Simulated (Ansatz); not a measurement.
Ansatz (a program for electronic structure) input (B2PLYP/6-31G**): A basis named .json is the Basis Set Exchange file of that set (core-valence sets with the plain set on hydrogen).

Ansatz 0.2 input:
```yaml
crystal:
  periodic: [false, false, false]
  atoms:
    - {symbol: H, position_ang: [0.00000000, 0.00000000, 0.00000000]}
basis:
  gaussian:
    orbitals: 6-31G__.json
hamiltonian:
  xc: {name: B2PLYP}
magnetization: {spin_polarized: true, initial_magnetization: 1}
correlation: {electrons: outside_noble_gas}
scf: {lower_state_search: full}
```

Output:

```
Functional definition: B2PLYP
integrals: 0.00 GiB planned
15 factors; integrals over basis functions are off by at most 5.8e-7 eV
mean field: 0.04 GiB planned
mean field evaluation 1: about -13.5155 eV, gradient 8.2e-1 eV
mean field evaluation 2: about -13.5155 eV, gradient 8.2e-1 eV
mean field evaluation 4: about -13.5218 eV, gradient 1.9e-6 eV
mean field evaluation 8: about -13.5155 eV, gradient 8.2e-1 eV
mean field evaluation 16: about -13.5217 eV, gradient 2.8e-7 eV
mean field -13.52174661 eV, -0.4969150226 hartree, gradient 8.3e-7 eV, S^2 0.750000; 2 other end points of the search recorded, 0 dependent functions left out
reference -13.52182647 eV, -0.4969179572 hartree; 1, 0 occupied and 4, 5 virtual orbitals, 15 factors
second order 0.00000000 eV of doubles, -0.00000000 eV of singles
Total energy: -13.52182647 eV, -0.4969179572 hartree
```
